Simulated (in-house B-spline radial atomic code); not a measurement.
A fraction x of an electron is moved 3s → 3p in S III (S2+), starting from [Ne] 3s2 3p2 and keeping the highest spin. All numbers are computed (non-relativistic LDA exchange-only, spin-polarised, spherical fractional occupations; point nucleus) with a radial B-spline atomic code at the basis-set limit, not measured.

```csv
x,E(x) - E(0) (eV),3s down level (eV),3p up level (eV)
0,0.0000,-35.847,-27.915
0.125,0.9628,-35.581,-28.111
0.25,1.8666,-35.285,-28.300
0.375,2.7076,-34.949,-28.484
0.5,?,?,?
0.625,4.1801,-34.108,-28.836
0.75,?,?,?
0.875,5.3075,-32.779,-29.165
1,5.6712,-,-29.321
```

Task: What belongs in the row x = 0.5?

Result: An energy change of 3.4810 eV; 3s down at -34.564 eV, 3p up at -28.663 eV.

Task: What belongs in the row x = 0.75?

Result: An energy change of 4.7948 eV; 3s down at -33.544 eV, 3p up at -29.003 eV.

Task: Check Janak's theorem between x = 0.125 and 0.25.

Result: The slope of the energy is 7.23 eV; the orbital levels give 7.23 eV (ε of the receiving orbital less ε of the emptying one, averaged over the two points).
